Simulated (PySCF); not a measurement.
**Two-component Hartree-Fock for Au+ (gold, charge +1)**

Start: [Xe] 4f14 5d10. Calculated with PySCF 2.14 in x2c-TZVPall-2c (11s11p10d2f, 108 functions): generalised Hartree-Fock with the X2C-1e Hamiltonian and a Gaussian nucleus; one run each with spin-orbit coupling (SO) switched off, then screened by Boettger's factors.

```csv
spinor shell,electrons,"ε, spin-free (eV)","ε, screened SO (eV)",weight of nominal j (screened SO),"rms radius, screened SO (bohr)"
1s1/2,2,-81185.1,-81154.0,1.000,0.0190
2s1/2,2,-14483.3,-14473.6,1.000,0.0768
2p1/2,2,-12534.2,-13856.1,1.000,0.0651
2p3/2,4,-12534.2,-12015.0,1.000,0.0731
3s1/2,2,-3493.4,-3490.1,1.000,0.196
3p1/2,2,-2919.0,-3213.4,1.000,0.188
3p3/2,4,-2919.0,-2801.1,1.000,0.204
3d3/2,4,-2295.6,-2347.0,1.000,0.179
3d5/2,6,-2295.6,-2258.8,1.000,0.183
4s1/2,2,-801.31,-800.37,1.000,0.433
4p1/2,2,-609.81,-681.26,1.000,0.438
4p3/2,4,-609.81,-581.06,1.000,0.471
4d3/2,4,-374.71,-385.87,1.000,0.485
4d5/2,6,-374.71,-366.64,1.000,0.497
5s1/2,2,-135.84,-135.75,1.000,1.00
4f5/2,6,-111.79,-113.58,1.000,0.544
4f7/2,8,-111.79,-109.79,1.000,0.546
5p1/2,2,-82.987,-95.304,1.000,1.09
5p3/2,4,-82.987,-78.152,1.000,1.19
5d3/2,4,-20.890,-22.033,1.000,1.64
5d5/2,6,-20.890,-20.177,1.000,1.73
```

```tsv
quantity	spin-free	screened SO
E (hartree)	-18997.12272	-19026.55911
M_J	0	0
⟨J²⟩	0.000	0.000
⟨L²⟩	0.000	0.179
⟨S²⟩	0.000	0.179
```

Breit and QED terms are absent; they matter most for the inner s and p1/2 levels.

Densities and radii are taken from the X2C orbitals without a picture-change correction, which distorts them close to the nucleus.

Without spin-orbit coupling the j labels of p, d and f shells carry no meaning; the spin-free column gives the mean over the occupied spinors of each nl shell.
